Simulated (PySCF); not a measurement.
## Computed data sheet: `CC[SiH2][N]([SiH3])[GeH3]`

Species: C₂H₁₃GeNSi₂.
Bonds: C1–C2, C2–Si3, Si3–N4, N4–Si5, N4–Ge6. Hydrogens: H7, H8, H9 on C1; H10, H11 on C2; H12, H13 on Si3; H14, H15, H16 on Si5; H17, H18, H19 on Ge6.

Structural features include: Si–H bond and C–Si bond.

PBE0-D3(BJ)/def2-SVP geometry optimisation, gas phase (PySCF):

```
Point group                  : C1
Rotational constants A, B, C : 2.450, 0.722, 0.575 GHz
```

**B3LYP/def2-SVPD ground state and vertical TDDFT (core frozen in the response) (PySCF)**

```
Dipole moment                                                     : 0.34 D
HOMO energy                                                       : -7.04 eV
LUMO energy                                                       : -0.34 eV
HOMO–LUMO gap                                                     : 6.70 eV
Lowest singlet excitation                                         : 5.68 eV (218 nm, f = 0.003)
Strongest line among the 6 lowest singlet transitions             : S2 at 6.17 eV (201 nm, f = 0.033)
Static isotropic polarisability                                   : 117.4 au
Electronic spatial extent ⟨r²⟩ about the centre of nuclear charge : 1932 bohr²
```

Monoisotopic mass from the formula: 180.9798 u.

The rotational constants make it an asymmetric top with κ = (2B − A − C)/(A − C) = -0.84, nearer the prolate limit (−1). The largest Löwdin shares of the HOMO are 0.51 on N4, 0.09 on Si5, 0.08 on Si3 and 0.07 on Ge6. S1 lies 1.02 eV below the HOMO–LUMO gap; its leading configuration is HOMO→LUMO, weight 0.97. With B = h/(8π²I), that is 505.379 GHz u Å² over I, the principal moments of inertia are 206.3, 700.4 and 878.6 u Å² (most abundant isotopes). The dipole equals about 1.1 × 10⁻³⁰ C·m (1 D = 3.33564 × 10⁻³⁰ C·m).

The calculation is non-relativistic and has no spin–orbit coupling, an omission that weighs most on germanium.

For the geometry optimisation (PBE0-D3(BJ)/def2-SVP), the run took about 6 min of CPU time (one thread, shared machine).

The values belong to the conformer `[CH3:1][CH2:2][SiH2:3][N:4]([SiH3:5])[GeH3:6]`: C1–C2–Si3–N4 178°, C2–Si3–N4–Si5 -20°.
